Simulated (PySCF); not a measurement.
Here is a job for PySCF.
```python
from pyscf import gto, scf, dft

mol = gto.Mole()
mol.atom = '''
    B    -0.33769502   -0.17264579   -0.01186706
    F    -1.51149159   -0.77274655   -0.05311588
    S    -0.22763847    1.44754338   -0.79788070
    H     1.05430138    1.69941210   -0.54902815
    S     0.99490062   -1.05528239    0.82484334
    H     1.96140358   -0.15763998    0.65500414
'''
mol.basis = 'cc-pvdz'
mol.verbose = 4
mol.max_memory = 1800
mol.build()

mf = dft.RKS(mol)
mf.xc = 'pbe'
mf = mf.density_fit(auxbasis='def2-universal-jkfit')
mf.kernel()
```

Question: What does this run give for the nuclear repulsion energy, HOMO energy, dipole moment, Mulliken (on the basis functions themselves) charges in atom order, total energy, number of basis functions?

Answer: 
```json
{
  "nuclear_repulsion_energy": "187.3850 Eh",
  "HOMO energy": "-6.41 eV",
  "dipole_moment": "2.10 D",
  "Mulliken (on the basis functions themselves) charges in atom order": "B1 0.01, F2 -0.03, S3 -0.08, H4 0.09, S5 -0.08, H6 0.09",
  "total_energy": "-921.9202 Eh",
  "number_of_basis_functions": "74"
}
```
